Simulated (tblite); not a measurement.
Run record: tight-binding relaxation, `[SiH3]C[C@@H]1C=C[CH2][GeH2]1`.

Computed with GFN2-xTB geometry optimisation, gas phase (tblite 0.8.0). Start geometry: from a force field or distance geometry. The input is one job of a driver script: a line of settings, then coordinates in Å.

Command:
```bash
OMP_NUM_THREADS=1 python probes_run.py task.json out
```

Input:
```
{"job": {"kind": "relax", "xc": "GFN2-xTB", "basis": "xTB"}, "charge": 0, "multiplicity": 1}
Si     2.673700     0.405700     0.245800
C      1.235400    -0.259700    -0.803100
C      0.124100    -0.754600     0.039000
C     -1.052300    -1.289800    -0.661400
C     -2.091300    -0.585100    -0.832700
C     -2.152200     0.810300    -0.372800
Ge    -0.786800     0.698400     1.022300
H      2.318300     0.371700     1.678000
H      2.934700     1.753800    -0.219600
H      3.874200    -0.428000     0.097700
H      0.955400     0.458500    -1.594600
H      1.675400    -1.135100    -1.336000
H      0.513100    -1.512300     0.763400
H     -1.006000    -2.375500    -1.020400
H     -3.005900    -0.991200    -1.372400
H     -1.838300     1.536800    -1.137500
H     -3.123200     1.080800     0.085500
H     -1.323300     0.242300     2.378700
H      0.065400     1.982200     1.047700
```

Output:
```
step      E/eV     max force
  0    -555.26733    5.168
  1    -555.47578    4.070
  2    -555.65073    0.725
  3    -555.68212    0.480
  4    -555.71579    0.814
  5    -555.75003    0.579
  6    -555.76624    0.335
  7    -555.78060    0.281
  8    -555.79012    0.301
  9    -555.79800    0.223
... (167 lines left out)
177    -555.91407    0.049
178    -555.91431    0.048
179    -555.91451    0.038
180    -555.91469    0.036
181    -555.91484    0.027
182    -555.91493    0.022
183    -555.91498    0.016
184    -555.91502    0.012
185    -555.91505    0.011
186    -555.91507    0.008
```

«max force» is the largest atomic force in eV/Å.

Task: From which step on does the largest force stay under 0.1 eV/Å, and how much energy is left to gain from there?

Result: From step 115 (0.065 eV/Å), 36.9 meV above the end.

In short: energy lowered by 14.9 kcal/mol over 186 steps; largest atomic force 0.008 eV/Å at the end.

Task: Where do the atoms end?

Result: 0.749 Å rms from the input after alignment:
```
atom  x, y, z in Å
Si1    2.8439    0.0998    0.4362
C2     1.4019   -0.4259   -0.6812
C3     0.0831   -0.5857    0.0762
C4    -0.9861   -1.1746   -0.8012
C5    -2.1632   -0.5871   -0.9390
C6    -2.4776    0.6832   -0.2052
Ge7   -0.7574    1.1200    0.6817
H8     3.0744   -0.9496    1.4343
H9     2.5185    1.3578    1.1163
H10    4.0412    0.2665   -0.3906
H11    1.2625    0.3050   -1.4820
H12    1.6481   -1.3731   -1.1715
H13    0.2477   -1.2636    0.9214
H14   -0.7483   -2.0921   -1.3244
H15   -2.9342   -1.0025   -1.5744
H16   -2.8302    1.4476   -0.8999
H17   -3.2855    0.5106    0.5088
H18   -0.8508    1.3155    2.1741
H19   -0.0977    2.3574    0.1281
```

Hardware: Arm Neoverse N1, one thread, shared host with 64 logical CPUs at a one-minute load of 54. Cost: 2.5 s wall.
Labels such as C1 count atoms from 1, the log's own numbers from 0.
